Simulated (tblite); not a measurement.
C4H13BSi.
Numbering: `[BH2:1][CH2:2][Si@@H:3]([CH3:4])[CH2:5][CH3:6]` (hydrogens: H7, H8 on B1; H9, H10 on C2; H11 on Si3; H12, H13, H14 on C4; H15, H16 on C5; H17, H18, H19 on C6)

Computed with GFN2-xTB (tblite), gas phase: L-BFGS steps from a force-field or distance-geometry start until the largest atomic force falls under 0.01 eV/Å.

Step 27: E = -493.2637 eV
```
atom  x, y, z in Å  |  force x, y, z in eV/Å
B1     -1.4538   -1.7891    0.2695   -0.016  -0.030   0.022
C2     -0.9200   -0.9704   -0.9295   -0.027  -0.069   0.016
Si3    -0.1371    0.6803   -0.3217    0.020  -0.088   0.053
C4     -1.4993    1.8083    0.3740   -0.004   0.017  -0.009
C5      1.2237    0.3913    0.9894    0.019   0.005   0.017
C6      2.3945   -0.4597    0.5035   -0.020   0.009  -0.013
H7     -0.8122   -2.6403    0.7613    0.022   0.062  -0.023
H8     -2.5125   -1.5596    0.7203    0.021   0.007  -0.031
H9     -1.7090   -0.6702   -1.6189    0.035  -0.014   0.005
H10    -0.1510   -1.4846   -1.5041   -0.024  -0.003  -0.002
H11     0.4497    1.3207   -1.5164    0.049   0.038  -0.014
H12    -1.9818    1.3862    1.2495    0.034  -0.051   0.024
H13    -2.2702    1.9665   -0.3723   -0.035   0.036  -0.017
H14    -1.1072    2.7806    0.6515    0.011   0.041   0.011
H15     0.7941   -0.0850    1.8735   -0.039   0.011  -0.021
H16     1.6098    1.3576    1.3193    0.011   0.008   0.014
H17     2.8795    0.0094   -0.3493   -0.003  -0.009  -0.015
H18     2.0544   -1.4477    0.2036   -0.027   0.007  -0.011
H19     3.1385   -0.5852    1.2899   -0.025   0.022  -0.008
```

Step 28: E = -493.2646 eV
```
atom  x, y, z in Å  |  force x, y, z in eV/Å
B1     -1.4543   -1.7871    0.2718   -0.012  -0.027  -0.028
C2     -0.9205   -0.9733   -0.9314   -0.010  -0.034   0.036
Si3    -0.1363    0.6788   -0.3215    0.020  -0.080  -0.002
C4     -1.4974    1.8080    0.3733   -0.007   0.011  -0.004
C5      1.2233    0.3915    0.9899   -0.006   0.023   0.023
C6      2.3932   -0.4587    0.5033   -0.028   0.003  -0.014
H7     -0.8128   -2.6392    0.7585    0.045   0.038   0.002
H8     -2.5110   -1.5603    0.7259    0.002   0.026  -0.029
H9     -1.7065   -0.6705   -1.6235    0.038  -0.027   0.017
H10    -0.1504   -1.4909   -1.5023   -0.039   0.013   0.002
H11     0.4540    1.3254   -1.5130    0.036   0.016  -0.002
H12    -1.9768    1.3821    1.2485    0.021  -0.037   0.029
H13    -2.2697    1.9676   -0.3712   -0.037   0.028  -0.020
H14    -1.1061    2.7803    0.6514    0.015   0.036   0.017
H15     0.7897   -0.0822    1.8729   -0.026  -0.012  -0.006
H16     1.6084    1.3573    1.3208    0.018   0.024   0.012
H17     2.8746    0.0106   -0.3513    0.012  -0.006  -0.009
H18     2.0505   -1.4449    0.2024   -0.021  -0.017  -0.009
H19     3.1382   -0.5853    1.2885   -0.022   0.023  -0.015
```

Task: Estimate the geometry and energy of step 29. (The exact step hangs on the optimiser's Hessian estimate; all steps are aligned on step 28, rigid shifts and turns removed.)

Result: E = -493.2654 eV, largest force 0.062 eV/Å
```
atom  x, y, z in Å  |  force x, y, z in eV/Å
B1     -1.4552   -1.7872    0.2722   -0.027  -0.051  -0.013
C2     -0.9246   -0.9752   -0.9326    0.013   0.007   0.033
Si3    -0.1363    0.6756   -0.3195    0.011  -0.036  -0.049
C4     -1.4968    1.8089    0.3733   -0.004   0.001   0.001
C5      1.2249    0.3911    0.9900   -0.027   0.034   0.022
C6      2.3942   -0.4593    0.5038   -0.027  -0.002  -0.012
H7     -0.8022   -2.6292    0.7644    0.014   0.060  -0.001
H8     -2.5189   -1.5709    0.7192    0.045   0.016  -0.036
H9     -1.7086   -0.6679   -1.6247    0.032  -0.035   0.018
H10    -0.1539   -1.4911   -1.5043   -0.041   0.009   0.006
H11     0.4546    1.3262   -1.5115    0.022  -0.007   0.022
H12    -1.9751    1.3812    1.2490    0.020  -0.018   0.014
H13    -2.2696    1.9695   -0.3713   -0.024   0.017  -0.006
H14    -1.1054    2.7819    0.6513    0.014   0.012   0.015
H15     0.7890   -0.0803    1.8728   -0.014  -0.024   0.006
H16     1.6099    1.3571    1.3201    0.017   0.028   0.010
H17     2.8756    0.0091   -0.3513    0.013  -0.002  -0.003
H18     2.0504   -1.4448    0.2025   -0.018  -0.027  -0.006
H19     3.1382   -0.5857    1.2899   -0.018   0.018  -0.022
```

The energy changes by -0.0008 eV. The first-order estimate −F·Δx gives -0.0012 eV and the mean of the old and new forces, exact on a quadratic surface, -0.0008 eV. The step makes an angle of 74° with the force vector and moves no atom by more than 0.016 Å.

What follows is the cost of the whole relaxation. On an Arm Neoverse N1 with one thread, no GPU, shared host, this took 0.72 s.
